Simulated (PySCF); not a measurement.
Polarisability and C₆ of Zn+ (zinc, charge +1)

[Ar] 3d10 4s1, 2S determinant. Calculation: PySCF 2.14, in def2-QZVPPD; no relativity, point nucleus. Coupled (time-dependent) response in atomic units; α is the mean over directions.

```json
{"method": "MN15", "mean α (bohr³)": "20.30", "C₆ (like pair)": "87.31", "S(−4)": "357.5"}
```

S(−4) is the Cauchy moment in α(ω) = α(0) + S(−4) ω² + …

α(iu) at MN15:

```csv
u (hartree),α(iu) (bohr³)
0,20.30
0.0500,19.45
0.100,17.34
0.200,12.44
0.300,8.901
0.500,5.291
0.750,3.415
1.00,2.504
1.50,1.613
2.00,1.170
3.00,0.7254
5.00,0.3711
```

A single London oscillator, α(iu) = α/(1 + u²/ω²), gives C₆ = (3/4) ω α². Matching the computed C₆ needs ω = 4 × 87.31 / (3 × 20.30²) = 0.282 hartree.

For an ion, C₆ is the dispersion term alone; charge-induced terms of lower order in 1/R come first.
